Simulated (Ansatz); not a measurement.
Species: Br, charge 0, doublet.

Total energies in cc-pV5Z, 7 correlated electrons, 14 frozen orbitals. UHF or UKS for unpaired electrons; spin-orbit terms are left out. Cores are frozen in correlated methods (noble-gas shells, and filled d and f shells in the p block). No relativity. Spin-orbit terms, left out, reach several kcal/mol for Br and I, and more for heavier atoms.

```csv
method,program,energy (Eh),minus CCSDT(Q) (mEh)
HF,Ansatz,-2572.44835,180.20
MP2,Ansatz,-2572.60466,23.90
CCSD,Ansatz,-2572.62163,6.93
CCSD(T),Ansatz,-2572.62781,0.74
CCSDT(Q),Ansatz,-2572.62855,0.00
```

Ansatz is a quantum-chemistry and plane-wave program.
